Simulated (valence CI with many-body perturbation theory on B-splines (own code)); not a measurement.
Ta XXV: M1 decay

Computed by valence CI with perturbative core correlation (CI+MBPT): three valence electrons over a frozen Dirac-Fock core [Kr] 4d10, a basis of 8 s, 8 p, 9 d, 9 f, 6 g, 3 h, 2 i functions for each j, with the one-electron correlation potential Σ1 (screened to all orders), the two-electron term Σ2, the three-electron term Σ3, Breit, model QED; selected single and double excitations, second order for the rest, scaled by the run's own slope (own B-spline code, finite nucleus).

No measured spectrum was set against this ion. As an estimate, terms of the open shell hold to a few per cent of their energy, and close levels can change places. Core correlation moves these levels by up to 46000 cm⁻¹, and in measured spectra 5 to 20 % of such shifts remained as error; rates that hang on mixing are uncertain with them.

Lines 1 to 50 of 120 in falling wavelength, among levels below 919780 cm⁻¹, chosen from the decays that carry over 1 % of a level's rate. Wavelengths and rates use the calculated energies, so an error of 2000 cm⁻¹ moves a line at 2025 nm by 41 % and its rate by three times that or more. Weak lines are less certain than strong ones. Lines between different terms over intervals too small for the method are left out, as are lines whose strength nearly cancels. Where a level lies close to another of its J and parity, the split of strength between their lines is uncertain.

Names give the largest LS component (configuration and term), which can be under half, so a name can repeat, a term be missing and a line seem to break the LS rules; names also repeat where a configuration has a term twice. Letters in brackets count levels of one name in rising energy.

| λ vac (nm) | Upper | Lower | Type | A (s⁻¹) | Branch % |
| --- | --- | --- | --- | --- | --- |
| 2025 | 4f3 4S°_3/2 | 4f3 4F°_5/2 | M1 | 7.45e-01 | 1.3 |
| 1792 | 4f3 4F°_7/2 | 4f3 4F°_5/2 | M1 | 2.60e+00 | 6.5 |
| 1624 | 4f3 4D°_3/2 | 4f3 2D°_5/2 [a] | M1 | 5.57e+00 | 3.4 |
| 1288 | 4f3 4G°_5/2 | 4f3 4F°_5/2 | M1 | 1.83e+00 | 5.7 |
| 1208 | 4f3 4G°_7/2 | 4f3 4G°_5/2 | M1 | 8.79e+00 | 6.7 |
| 1110 | 4f3 2I°_11/2 | 4f3 2H°_11/2 [b] | M1 | 9.04e+00 | 3.1 |
| 1044 | 4f3 2H°_11/2 [b] | 4f3 4G°_9/2 | M1 | 1.21e+01 | 10.8 |
| 1004 | 4f3 4F°_7/2 | 4f3 2H°_9/2 [a] | M1 | 1.03e+01 | 25.7 |
| 955.6 | 4f3 4G°_7/2 | 4f3 4F°_7/2 | M1 | 5.89e+00 | 4.5 |
| 938.2 | 4f3 2I°_13/2 | 4f3 2I°_11/2 | M1 | 8.15e+00 | 3.7 |
| 896.5 | 4f3 4D°_1/2 | 4f3 4D°_3/2 | M1 | 4.69e+01 | 25.9 |
| 843.5 | 4f3 2K°_15/2 | 4f3 2K°_13/2 | M1 | 1.38e+01 | 3.4 |
| 819.0 | 4f3 4F°_5/2 | 4f3 4F°_3/2 | M1 | 4.84e+01 | 99.9 |
| 802.5 | 4f3 4D°_3/2 | 4f3 2P°_1/2 | M1 | 5.76e+00 | 3.5 |
| 802.5 | 4f3 4G°_9/2 | 4f3 4F°_9/2 | M1 | 3.41e+00 | 1.1 |
| 745.0 | 4f3 4F°_9/2 | 4f3 4F°_7/2 | M1 | 2.72e+01 | 9.1 |
| 740.9 | 4f3 4I°_15/2 | 4f3 4I°_13/2 | M1 | 7.05e+01 | 100.0 |
| 648.5 | 4f3 4G°_9/2 | 4f3 4G°_7/2 | M1 | 1.03e+02 | 34.3 |
| 645.4 | 4f3 4I°_13/2 | 4f3 4I°_11/2 | M1 | 1.62e+02 | 100.0 |
| 628.7 | 4f3 4D°_3/2 | 4f3 2D°_3/2 [a] | M1 | 1.77e+00 | 1.1 |
| 623.2 | 4f3 4G°_7/2 | 4f3 4F°_5/2 | M1 | 8.22e+01 | 63.0 |
| 613.1 | 4f3 2D°_5/2 [b] | 4f3 2G°_7/2 [a] | M1 | 5.15e+00 | 1.3 |
| 599.7 | 4f3 4D°_7/2 | 4f3 2D°_5/2 [b] | M1 | 2.54e+01 | 13.2 |
| 589.9 | 4f3 2D°_5/2 [b] | 4f3 2D°_3/2 [a] | M1 | 5.10e+01 | 13.2 |
| 583.2 | 4f3 4S°_3/2 | 4f3 4F°_3/2 | M1 | 5.86e+01 | 98.8 |
| 555.3 | 4f3 4I°_11/2 | 4f3 4I°_9/2 | M1 | 2.21e+02 | 100.0 |
| 537.9 | 4f3 2I°_11/2 | 4f3 4G°_9/2 | M1 | 6.21e+01 | 21.1 |
| 512.9 | 4f3 2H°_11/2 [b] | 4f3 2K°_13/2 | M1 | 1.75e+00 | 1.6 |
| 511.9 | 4f3 2G°_9/2 [a] | 4f3 2G°_7/2 [a] | M1 | 7.99e+01 | 14.5 |
| 508.3 | 4f3 2I°_13/2 | 4f3 2H°_11/2 [b] | M1 | 1.42e+01 | 6.4 |
| 501.4 | 4f3 2H°_11/2 [b] | 4f3 2H°_11/2 [a] | M1 | 9.21e+00 | 8.2 |
| 500.7 | 4f3 4G°_5/2 | 4f3 4F°_3/2 | M1 | 2.94e+01 | 92.0 |
| 489.5 | 4f3 4G°_7/2 | 4f3 2H°_9/2 [a] | M1 | 1.14e+01 | 8.7 |
| 466.7 | 4f3 2G°_7/2 [a] | 4f3 4G°_5/2 | M1 | 1.65e+02 | 48.8 |
| 466.5 | 4f3 2D°_3/2 [b] | 4f3 2D°_5/2 [a] | M1 | 3.88e+01 | 5.1 |
| 453.8 | 4f3 2H°_11/2 [b] | 4f3 4F°_9/2 | M1 | 1.13e+00 | 1.0 |
| 449.4 | 4f3 2D°_5/2 [a] | 4f3 4G°_7/2 | M1 | 2.99e+01 | 13.2 |
| 427.6 | 4f3 4F°_9/2 | 4f3 2H°_9/2 [a] | M1 | 1.73e+02 | 57.7 |
| 425.5 | 4f3 2H°_9/2 [a] | 4f3 4I°_11/2 | M1 | 4.60e+01 | 14.1 |
| 423.6 | 4f3 2G°_7/2 [a] | 4f3 4F°_7/2 | M1 | 9.20e+01 | 27.2 |
| 423.5 | 4f3 2D°_3/2 [a] | 4f3 4S°_3/2 | M1 | 2.32e+02 | 53.7 |
| 423.5 | 4f3 4D°_1/2 | 4f3 2P°_1/2 | M1 | 2.67e+01 | 14.7 |
| 418.8 | 4f3 4D°_7/2 | 4f3 2D°_5/2 [a] | M1 | 1.24e+02 | 64.2 |
| 392.5 | 4f3 2H°_11/2 [a] | 4f3 2H°_9/2 [a] | M1 | 1.37e+02 | 43.9 |
| 386.3 | 4f3 4G°_9/2 | 4f3 4F°_7/2 | M1 | 3.21e+01 | 10.8 |
| 369.6 | 4f3 2P°_1/2 | 4f3 4S°_3/2 | M1 | 8.06e+01 | 34.8 |
| 369.5 | 4f3 4D°_1/2 | 4f3 2D°_3/2 [a] | M1 | 6.66e+01 | 36.7 |
| 367.9 | 4f3 2L°_15/2 | 4f3 2K°_15/2 | M1 | 1.63e+02 | 29.7 |
| 366.1 | 4f3 2I°_13/2 | 4f3 2K°_15/2 | M1 | 4.88e+00 | 2.2 |
| 361.9 | 4f3 2G°_9/2 [a] | 4f3 2H°_11/2 [a] | M1 | 4.41e+01 | 8.0 |
